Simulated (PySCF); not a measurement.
Molfile (atoms numbered from 1):
```
C7H11F
     RDKit          3D

 19 20  0  0  0  0  0  0  0  0999 V2000
   -0.0138    0.9299   -2.3341 F   0  0  0  0  0  0  0  0  0  0  0  0
   -0.0104    0.4483   -1.0447 C   0  0  2  0  0  0  0  0  0  0  0  0
   -1.3321    0.6985   -0.3142 C   0  0  0  0  0  0  0  0  0  0  0  0
   -1.2556   -0.3120    0.8466 C   0  0  0  0  0  0  0  0  0  0  0  0
    0.0954   -1.0071    0.6219 C   0  0  2  0  0  0  0  0  0  0  0  0
    1.2175   -0.0116    0.9521 C   0  0  0  0  0  0  0  0  0  0  0  0
    1.1471    0.9997   -0.2082 C   0  0  0  0  0  0  0  0  0  0  0  0
    0.1672   -1.0637   -0.9032 C   0  0  0  0  0  0  0  0  0  0  0  0
   -2.1674    0.4907   -0.9829 H   0  0  0  0  0  0  0  0  0  0  0  0
   -1.4167    1.7299    0.0244 H   0  0  0  0  0  0  0  0  0  0  0  0
   -2.0707   -1.0334    0.7937 H   0  0  0  0  0  0  0  0  0  0  0  0
   -1.3015    0.1745    1.8199 H   0  0  0  0  0  0  0  0  0  0  0  0
    0.1885   -1.9573    1.1453 H   0  0  0  0  0  0  0  0  0  0  0  0
    1.0638    0.4617    1.9209 H   0  0  0  0  0  0  0  0  0  0  0  0
    2.1830   -0.5166    0.9751 H   0  0  0  0  0  0  0  0  0  0  0  0
    2.0608    1.0050   -0.8025 H   0  0  0  0  0  0  0  0  0  0  0  0
    0.9538    2.0178    0.1262 H   0  0  0  0  0  0  0  0  0  0  0  0
    1.1234   -1.4153   -1.2846 H   0  0  0  0  0  0  0  0  0  0  0  0
   -0.6423   -1.6296   -1.3592 H   0  0  0  0  0  0  0  0  0  0  0  0
  2  1  1  6
  2  3  1  0
  3  4  1  0
  4  5  1  0
  5  6  1  0
  6  7  1  0
  5  8  1  0
  7  2  1  0
  8  2  1  0
  3  9  1  0
  3 10  1  0
  4 11  1  0
  4 12  1  0
  5 13  1  1
  6 14  1  0
  6 15  1  0
  7 16  1  0
  7 17  1  0
  8 18  1  0
  8 19  1  0
M  END
```

[PySCF 2.14: σ from GIAO-PBE0/pcSseg-1; GFN2-xTB geometry; single conformer; non-relativistic Hamiltonian; one averaged value for each set of equivalent atoms; no solvent]

Scale: TMS for $^{13}$C (reference shieldings calculated alike).

Do the $^{13}$C shifts follow the atomic charges (in e)? Tabulate both.

## Answers


| atoms | hybridisation | δ (ppm) | σ para (ppm) | Hirshfeld | IAO | Mulliken | ESP-fitted |
| --- | --- | --- | --- | --- | --- | --- | --- |
| C2 | sp3 | 106.0 | -159 | +0.10 | +0.32 | +0.05 | +0.47 |
| C8 | sp3 | 43.0 | -106 | -0.09 | -0.29 | -0.10 | -0.26 |
| C5 | sp3 | 35.9 | -97 | -0.02 | -0.11 | -0.37 | +0.11 |
| C3/C7 | sp3 | 35.5 | -98 | -0.08 | -0.29 | -0.16 | -0.15 |
| C4/C6 | sp3 | 32.2 | -93 | -0.07 | -0.27 | -0.14 | -0.16 |

Correlation coefficients of δ with charge over these carbons: Hirshfeld +0.93, IAO +0.94, Mulliken +0.74, ESP-fitted +0.86; with the paramagnetic shielding -1.00. With so few points these coefficients are fragile. Charge is one influence among several: hybridisation and low-lying excitations act through the paramagnetic term.

Shifts are as computed. Against solution values, carbons near 30 ppm lie about +3 ppm off and those near 130 ppm about +5 ppm. Of 1211 compounds with measured shifts, 218 miss one by over three times the rms of a fit or turn the order of signals round; such compounds aren't used in these exercises.
